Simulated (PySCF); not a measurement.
tert-butyl 2-methylpropanoate (C8H16O2), SMILES CC(C)C(=O)OC(C)(C)C.

The structure is a stationary point at B3LYP-D3(BJ)/def2-SVP. Other conformers were not sampled.

Two levels are set side by side: PBE/def2-SVP (PySCF) and r2SCAN/def2-SVP (PySCF). Same geometry, gas phase. Differences are taken from unrounded values.

```json
[
 {"quantity": "orbital gap (eV)", "r2SCAN": "5.77"},
 {"quantity": "highest occupied level (eV)", "r2SCAN": "-6.09"},
 {"quantity": "lowest empty level (eV)", "r2SCAN": "-0.32"},
 {"quantity": "dipole moment (D)", "r2SCAN": "1.93"},
 {"quantity": "mean polarisability (bohr³)", "r2SCAN": "93.9"}
]
```

Q: What does PBE give, and how far is it from r2SCAN? (Estimate from the structure and the level; the computed values follow.)

A: 
```
quantity                       PBE  PBE minus r2SCAN
---------------------------  -----  ----------------
orbital gap (eV)              5.18             -0.59
highest occupied level (eV)  -5.71              0.38
lowest empty level (eV)      -0.53             -0.21
dipole moment (D)             1.83             -0.10
mean polarisability (bohr³)   95.7               1.8
```

Rough cost on one machine, each run with all the roots and properties that it gave: r2SCAN against PBE about 4 times.
